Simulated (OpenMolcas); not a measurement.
Predicting a hybrid from its neighbours: GeH4O2

GeH4O2: 7 atoms, total charge 0, spin state singlet. As SMILES, `[OH][GeH2][OH]`. Geometry: relaxed at PBE0-D4/def2-TZVP. This is one conformer, not always the lowest.

The HOMO–LUMO gap y, in eV, basis cc-pVDZ; a is the functional's share of exact exchange. Programs: OpenMolcas 26.06.

| functional | program | a | y (eV) |
| --- | --- | --- | --- |
| PBE | OpenMolcas | 0 | 6.55 |
| BLYP | OpenMolcas | 0 | 6.43 |
| B3LYP | OpenMolcas | 0.2 | 8.61 |
| PBE0 | OpenMolcas | 0.25 | ? |
| BHLYP | OpenMolcas | 0.5 | 11.71 |

**Question.** Fit y = c + s·a to the known rows and predict PBE0.

**Answer.** 
1. Means of the 4 rows: a = 0.1750, y = 8.325.
2. Σ(Δa)² = 0.1675, Σ(Δa·Δy) = 1.7495, so the slope is 1.7495/0.1675 = 10.445.
3. Intercept: 8.325 − (10.445) × 0.1750 = 6.497. The largest residual of the fit is 0.067.
4. PBE0: 6.497 + (10.445) × 0.25 = 9.11 eV.

The run gave 9.28 eV, so the prediction is off by -0.17 eV, more than the largest residual. Exact exchange lowers occupied levels and raises empty ones. The rows mix families of semi-local functionals, which the line can't see.
